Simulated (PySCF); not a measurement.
# SiBH5O2

SiBH5O2 is a small molecule, neutral, singlet. The structure, one conformer, was relaxed in the gas phase by PBE0-D3(BJ)/def2-SVP. No frequency run checks that it is a minimum.

SMILES: OB(O)[SiH3]

| atom | x (Å) | y (Å) | z (Å) |
| --- | --- | --- | --- |
| O1 | -1.203 | 1.186 | -0.164 |
| B2 | -0.574 | -0.005 | 0.037 |
| O3 | -1.219 | -1.161 | 0.357 |
| Si4 | 1.453 | -0.046 | -0.116 |
| H5 | -2.162 | 1.167 | -0.059 |
| H6 | -2.177 | -1.088 | 0.442 |
| H7 | 1.942 | 0.885 | -1.182 |
| H8 | 2.078 | 0.386 | 1.177 |
| H9 | 1.956 | -1.422 | -0.423 |

Shieldings: GIAO PBE0/pcSseg-2. Shifts are against computed references at the same level: H TMS (σ 31.24 ppm), Si TMS (σ 341.3 ppm). Core levels by delta-SCF with SCAN, pcX-2 on the ionised atom and pcseg-1 elsewhere, spin-free X2C (2p3/2 is the spin-free 2p value less a third of a first-order spin-orbit splitting); from the vacuum level, for chosen atoms.

Q: Give the NMR and core-level values of the distinct atoms.

A: 
```tsv
atoms	bonded to	σ (ppm)	δ (ppm)	core level (eV)
O1	1 B + 1 H	184.4	-	1s 539.47
B2	2 O + 1 Si	66.3	-	1s 197.34
O3	1 B + 1 H	183.8	-	1s 539.47
Si4	1 B + 3 H	456.3	-115.0	2p3/2 106.24
H5	1 O	27.89	3.36	-
H6	1 O	27.89	3.36	-
H7 H8 H9	1 Si	27.84	3.41	-
```

Values are those of this one static structure, with the three H of a rotating XH3 group averaged; atoms that internal rotation interchanges would show their mean in an NMR spectrum.

Q: By CAM-B3LYP/def2-SVPD (TDDFT singlets, Tamm-Dancoff triplets, ionisation by delta-SCF), where does absorption start, and what does vertical ionisation take?

A: The lowest singlet lies at 7.07 eV (f 0.029), the strongest of the first 6 at 7.35 eV (f 0.185), the lowest triplet at 5.80 eV; vertical ionisation takes 10.78 eV.

The 3 runs behind this took 99 s in all, one thread each of AMD EPYC 7R43 64-Core on a shared host, launched as `OMP_NUM_THREADS=1 python cluster_run.py task.json out`.
